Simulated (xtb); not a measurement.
Cl$_{3}$Fe (SMILES [Cl][Fe]([Cl])[Cl]), sextet, geometry from GFN2-xTB (such geometries of metal compounds can be far from the true shape); GFN2-xTB (xtb).

xtb was given this input:
```
$ xtb mol.xyz --gfn 2 --chrg 0 --uhf 5 --json

# file mol.xyz
4

Fe    -0.09061902    -0.36016981    -0.20402693
Cl     1.97242024    -0.04348847    -0.35061360
Cl    -0.67696321    -0.59021958     1.79126336
Cl    -1.15686324     1.18455599    -1.12860857
```

What the program printed (banner, timings and long lists left out):

```
   ID    Z sym.   atoms
    1   26 Fe     1
    2   17 Cl     2-4

           -------------------------------------------------
          |                Calculation Setup                |
           -------------------------------------------------

           -------------------------------------------------
          |                 G F N 2 - x T B                 |
           -------------------------------------------------

          ...................................................
          :                      SETUP                      :
          :.................................................:
          :  # basis functions                  40          :
          :  # atomic orbitals                  36          :
          :  # shells                           12          :
          :  # electrons                        29          :
          :  max. iterations                   250          :
          :  Hamiltonian                  GFN2-xTB          :
          :  restarted?                      false          :
          :  GBSA solvation                  false          :
          :  PC potential                    false          :
          :  electronic temp.          300.0000000     K    :
          :  accuracy                    1.0000000          :
          :  -> integral cutoff          0.2500000E+02      :
          :  -> integral neglect         0.1000000E-07      :
          :  -> SCF convergence          0.1000000E-05 Eh   :
          :  -> wf. convergence          0.1000000E-03 e    :
          :  Broyden damping             0.4000000          :
          :  net charge                          0          :
          :  unpaired electrons                  5          :
          ...................................................

 iter      E             dE          RMSdq      gap      omega  full diag
   1    -16.8293960 -0.168294E+02  0.106E+01    7.87       0.0  T
   2    -16.8350662 -0.567018E-02  0.453E+00    7.63       1.0  T
   3    -16.8308268  0.423942E-02  0.265E+00    7.82       1.0  T
   4    -16.8358730 -0.504620E-02  0.123E+00    7.86       1.0  T
   5    -16.8371307 -0.125768E-02  0.257E-01    8.17       1.0  T
   6    -16.8371577 -0.270588E-04  0.150E-01    8.20       1.0  T
   7    -16.8371857 -0.279929E-04  0.529E-02    8.21       1.0  T
   8    -16.8371867 -0.994035E-06  0.216E-02    8.21       2.3  T
   9    -16.8371874 -0.720719E-06  0.615E-03    8.21       8.1  T
  10    -16.8371875 -0.241804E-07  0.312E-03    8.21      16.0  T
  11    -16.8371875  0.879311E-09  0.271E-03    8.21      18.5  T
  12    -16.8371875 -0.144316E-07  0.221E-04    8.21     225.8  T
  13    -16.8371875 -0.169571E-10  0.114E-04    8.21     437.2  T

   *** convergence criteria satisfied after 13 iterations ***

         :::::::::::::::::::::::::::::::::::::::::::::::::::::
         ::                     SUMMARY                     ::
         :::::::::::::::::::::::::::::::::::::::::::::::::::::
         :: total energy             -16.829179642091 Eh    ::
         :: gradient norm              0.000000690775 Eh/a0 ::
         :: HOMO-LUMO gap              8.210613755317 eV    ::
         ::.................................................::
         :: SCC energy               -16.837186486236 Eh    ::
         :: -> isotropic ES           -0.007082080107 Eh    ::
         :: -> anisotropic ES          0.000381593821 Eh    ::
         :: -> anisotropic XC          0.001517762338 Eh    ::
         :: -> dispersion             -0.002320135576 Eh    ::
         :: repulsion energy           0.008006844145 Eh    ::
         :: add. restraining           0.000000000000 Eh    ::
         :: total charge              -0.000000000171 e     ::
         :::::::::::::::::::::::::::::::::::::::::::::::::::::

           -------------------------------------------------
          |                Property Printout                |
           -------------------------------------------------

[...]
       ...           ...                  ...                  ...
         5        2.0000           -0.4721494             -12.8478
         6        2.0000           -0.4721494             -12.8478
         7        2.0000           -0.4658890             -12.6775
         8        2.0000           -0.4641401             -12.6299
         9        2.0000           -0.4641401             -12.6299
        10        2.0000           -0.4593252             -12.4989
        11        2.0000           -0.4593252             -12.4989
        12        2.0000           -0.4453702             -12.1191
        13        1.0000           -0.4162297             -11.3262
        14        1.0000           -0.4087759             -11.1234
        15        1.0000           -0.4087759             -11.1234
        16        1.0000           -0.3716628             -10.1135
        17        1.0000           -0.3716628             -10.1135 (HOMO)
        18                         -0.0699283              -1.9028 (LUMO)
        19                          0.0076994               0.2095
        20                          0.0076994               0.2095
        21                          0.0091377               0.2486
        22                          0.0095138               0.2589
        23                          0.0095138               0.2589
        24                          0.0095886               0.2609
        25                          0.0096164               0.2617
        26                          0.0096164               0.2617
        27                          0.0098523               0.2681
        28                          0.0108377               0.2949
       ...                                ...                  ...
        36                          1.1290431              30.7228
      -------------------------------------------------------------
                  HL-Gap            0.3017345 Eh            8.2106 eV
             Fermi-level           -0.3257979 Eh           -8.8654 eV

     #   Z          covCN         q      C6AA      α(0)
     1  26 Fe       2.375     0.725     5.053     7.252
     2  17 Cl       0.793    -0.242   106.679    15.800
     3  17 Cl       0.793    -0.242   106.679    15.800
     4  17 Cl       0.793    -0.242   106.679    15.800

 Mol. C6AA /au·bohr⁶  :       1050.284216
 Mol. C8AA /au·bohr⁸  :      45849.871928
 Mol. α(0) /au        :         54.651411

Wiberg/Mayer (AO) data.
largest (>0.10) Wiberg bond orders for each atom

 ---------------------------------------------------------------------------
     #   Z sym  total        # sym  WBO       # sym  WBO       # sym  WBO
 ---------------------------------------------------------------------------
     1  26 Fe   3.545 --     3 Cl   1.182     4 Cl   1.182     2 Cl   1.182
     2  17 Cl   1.283 --     1 Fe   1.182
     3  17 Cl   1.283 --     1 Fe   1.182
     4  17 Cl   1.283 --     1 Fe   1.182
 ---------------------------------------------------------------------------

Topologies differ in total number of bonds
Writing topology from bond orders to xtbtopo.mol

molecular dipole:
                 x           y           z       tot (Debye)
 q only:       -0.187      -0.745      -0.422
   full:       -0.200      -0.794      -0.450       2.375
molecular quadrupole (traceless):
                xx          xy          yy          xz          yz          zz
 q only:       -2.365       1.495       3.199       0.847       3.365      -0.835
  q+dip:       -3.380       2.136       4.573       1.210       4.810      -1.193
   full:       -3.893       2.460       5.267       1.394       5.539      -1.374

           -------------------------------------------------
          | TOTAL ENERGY              -16.829179642091 Eh   |
          | GRADIENT NORM               0.000000690775 Eh/α |
          | HOMO-LUMO GAP               8.210613755317 eV   |
           -------------------------------------------------

normal termination of xtb
```
